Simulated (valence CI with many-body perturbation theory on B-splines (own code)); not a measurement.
Values are calculated unless marked as measured or tabulated.
# Rh³¹⁺: magnetic and hyperfine properties of the levels

Method: configuration interaction combined with many-body perturbation theory (CI+MBPT): four valence electrons over a frozen Dirac-Fock core [Ne], radial functions for each j: 11 s, 11 p, 10 d, 8 f, 5 g, 2 h, with the one-electron correlation potential Σ1 (screened to all orders), the two-electron term Σ2, the three-electron term Σ3, Breit, model QED; selected single and double excitations, second order for the rest, scaled by the run's own slope (own B-spline code, finite nucleus).

No measured spectrum was set against this ion. As an estimate, large intervals hold to a few tenths of a per cent, small ones and those within an open d or f shell to about a per cent. Among the levels kept, up to 690 cm⁻¹ of a level comes from second order outside the variational space, and about a tenth of that is noise between levels of different J, which matters for small intervals.

A/g_I is the dipole constant over the nuclear g factor μ/I (μ in nuclear magnetons, uniformly magnetised nucleus), B/Q the quadrupole constant per barn. Both hold the static response of the core; the bare values leave it out. Large factors of s and p1/2 electrons are usually good to 5 to 10 %; those of open d and f shells near neutrality can be off by tens of per cent, and small factors of p3/2, d and f electrons come from cancelling terms and can be off by a factor of two or in sign, in half-filled shells by more. B is blank for J = 1/2, where it vanishes, and for nearly pure S terms. Energies count from the lowest level. Levels with J = 0 are left out.

Levels are named by their leading jj configuration (3d3/2^4 stands for four electrons in 3d with j = 3/2), which in mixed levels can hold well under half, so a name can repeat and another be missing. Letters in brackets count levels of one name in rising energy.

```csv
Level,E (cm⁻¹),g,A/g_I (MHz),A/g_I bare,B/Q (MHz/b),B/Q bare
(3s^2 3p1/2 3p3/2) J=1,233710,1.497,-7740,-6340,34500,33700
(3s^2 3p1/2 3p3/2) J=2,273320,1.221,80400,78800,43200,42300
(3s^2 3p3/2^2) J=2,536250,1.272,40100,39700,25700,25100
(3s 3p1/2^2 3p3/2) J=2,840930,1.751,187000,183000,36100,35300
(3s 3p1/2^2 3p3/2) J=1,970840,0.861,-97200,-93200,53500,52400
(3s 3p1/2 3p3/2^2) J=2 [a],1063300,1.429,126000,123000,47100,46100
(3s 3p1/2 3p3/2^2) J=3,1127600,1.322,156000,152000,-11200,-10800
(3s^2 3p1/2 3d3/2) J=2,1149800,0.871,55300,54600,-10000,-9190
(3s 3p1/2 3p3/2^2) J=1 [a],1238600,1.272,133000,130000,-54700,-53500
(3s 3p1/2 3p3/2^2) J=2 [b],1272200,0.976,14900,15300,2810,3130
(3s^2 3p1/2 3d5/2) J=3,1310200,1.106,49700,49100,33300,33400
(3s 3p1/2 3p3/2^2) J=1 [b],1323400,1.296,68400,67800,-617,-442
(3s^2 3p1/2 3d5/2) J=2,1362200,1.308,44500,44200,-1580,-1080
(3s^2 3p1/2 3d3/2) J=1,1369300,1.042,-27800,-25600,19700,19500
(3s 3p3/2^3) J=2,1432400,1.299,106000,103000,-34300,-33400
(3s^2 3p3/2 3d5/2) J=4,1513400,1.247,18800,19200,84300,83400
(3s^2 3p3/2 3d3/2) J=1,1551600,1.182,20000,20700,-21100,-20800
(3s^2 3p3/2 3d3/2) J=2,1562200,1.061,14400,15100,-11900,-11600
(3s^2 3p3/2 3d3/2) J=3,1572100,1.216,35400,35500,22200,22100
(3s 3p3/2^3) J=1,1645100,1.338,-71700,-67500,-16900,-16600
(3s^2 3p3/2 3d5/2) J=2,1661300,1.275,85500,83800,-50000,-48900
(3s^2 3p3/2 3d5/2) J=3,1692100,1.090,23900,24000,42300,42400
(3s^2 3p3/2 3d5/2) J=1,1762300,0.982,-22100,-20500,5450,5600
(3s 3p1/2^2 3d3/2) J=1,1780400,0.268,-128000,-124000,3750,4040
(3s 3p1/2^2 3d3/2) J=2,1793700,1.225,123000,120000,10200,10500
(3p1/2^2 3p3/2^2) J=2,1859500,1.245,6470,7930,-6220,-5810
(3s 3p1/2^2 3d5/2) J=3,1874900,1.371,96700,95000,22100,22500
(3s 3p1/2 3p3/2 3d3/2) J=1 [a],1974900,1.289,103000,101000,-32800,-32400
(3s 3p1/2 3p3/2 3d3/2) J=2 [a],1976600,1.030,35200,35200,-20900,-20300
(3s 3p1/2 3p3/2 3d3/2) J=3 [a],1993600,1.241,107000,105000,-21100,-20500
(3s 3p1/2 3p3/2 3d5/2) J=4 [a],2013900,1.350,83400,82200,42500,42500
(3s 3p1/2 3p3/2 3d3/2) J=2 [b],2017700,1.067,36300,36200,-7220,-6750
(3s 3p1/2 3p3/2 3d5/2) J=4 [b],2043300,1.342,112000,110000,38600,38100
(3s 3p1/2 3p3/2 3d5/2) J=1 [a],2079300,1.447,-34700,-31400,-19700,-19300
```

Problem. Take the isotope of mass number 103, with I = 1/2, μ = -0.08829 μN. What is the hyperfine structure of (3s 3p1/2 3p3/2^2) J=2 [a]?

Solution. From the table A = -22200 MHz. Shifts from the centre of gravity in MHz: F = 3/2: 33300, F = 5/2: -22200.
